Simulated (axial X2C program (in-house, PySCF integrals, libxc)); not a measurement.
## Which molecule has these constants?

All values come from calculations with an in-house relativistic program for diatomic molecules, spin-free (one-electron X2C) or two-component (2c: spin–orbit coupling with atomic mean-field Coulomb and Gaunt terms, which also bring small scalar terms), in Dyall basis sets with cores contracted in-house; open shells are unrestricted.

A two-component CCSD(T) calculation in a Dyall 3-zeta basis gave Re = 2.607 Å, ωe = 272.2 cm⁻¹, De = 2.18 eV, Ω = 3/2.

Which molecule is it?
A. NaS
B. NaTe
C. NaSe

C. The others have NaTe 2.845 Å and 231.3 cm⁻¹ (Ω = 3/2); NaS 2.496 Å and 330.0 cm⁻¹ (Ω = 3/2).

Frozen shells (counts by l): NaSe Se 3s2p1d, Na 1s, 15 electrons correlated; NaTe Te 4s3p2d, Na 2s1p, 7 electrons correlated; NaS S 2s1p, Na 1s, 15 electrons correlated. Coupled cluster in natural virtuals with an MP2 remainder. Where the outer core of a metal is frozen, bonds come out longer and ionisation energies lower.

Each entry is the lowest single determinant of a limited PBE0 search at one distance. De goes to single-determinant-based atoms at the same level (for ions the charge split of lowest energy) and is withheld (n/a) where an atom does not fit its ground term or J level. Main or longest-lived isotopes.
